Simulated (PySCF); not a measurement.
Fill in the blanks.

CH₁₂OSi₄.
SMILES: `[Si@@H]([SiH2]O)([SiH2]C)[SiH3]`

Conformer (atom-mapped SMILES and torsion angles): `[CH3:1][SiH2:2][Si@H:3]([SiH3:4])[SiH2:5][OH:6]`: C1–Si2–Si3–Si4 -47°, Si2–Si3–Si5–O6 65°, H–O6–Si5–Si3 180°.

```csv
property,level,value
point group of the GFN2-xTB geometry,GFN2-xTB,?
"rotational constants A, B, C of the GFN2-xTB geometry",GFN2-xTB,"1.578, 0.914, 0.667 GHz"
dipole moment,B3LYP/def2-SVPD,?
HOMO energy,B3LYP/def2-SVPD,?
LUMO energy,B3LYP/def2-SVPD,-0.91 eV
lowest singlet excitation,TDDFT B3LYP/def2-SVPD,?
strongest line among the 8 lowest singlet transitions,TDDFT B3LYP/def2-SVPD,"S8 at 6.94 eV (179 nm, f = 0.175)"
lowest triplet excitation (Tamm–Dancoff),TDA B3LYP/def2-SVPD,5.37 eV
static isotropic polarisability,B3LYP/def2-SVPD,?
electronic spatial extent ⟨r²⟩ about the centre of nuclear charge,B3LYP/def2-SVPD,?
```

Gas-phase values; electronic properties from PySCF, density fitting. Geometry: GFN2-xTB, one conformer, isolated molecule.

The dipole moment?

0.71 D.

What is the HOMO energy?

-7.70 eV.

The static isotropic polarisability?

136.5 au.

What is the point group of the GFN2-xTB geometry?

C1.

What is the lowest singlet excitation?

5.93 eV (209 nm, f = 0.074).

What is the electronic spatial extent ⟨r²⟩ about the centre of nuclear charge?

1847 bohr².

With B = h/(8π²I), that is 505.379 GHz u Å² over I, the principal moments of inertia are 320.3, 552.8 and 757.1 u Å² (most abundant isotopes). The polarisability is 20.23 Å³ as a volume (1 au = 0.148185 Å³), or 1.66 au for each of the 82 electrons. The principal polarisabilities are 110.6, 143.6 and 155.4 au; their mean is the isotropic value. The vertical singlet–triplet gap S1 − T1 is 0.56 eV (TDDFT singlet less Tamm–Dancoff triplet; S1: HOMO→LUMO, weight 0.95; T1: HOMO→LUMO, weight 0.77). In wavenumbers S1 is 47800 cm⁻¹ (1 eV = 8065.54 cm⁻¹).
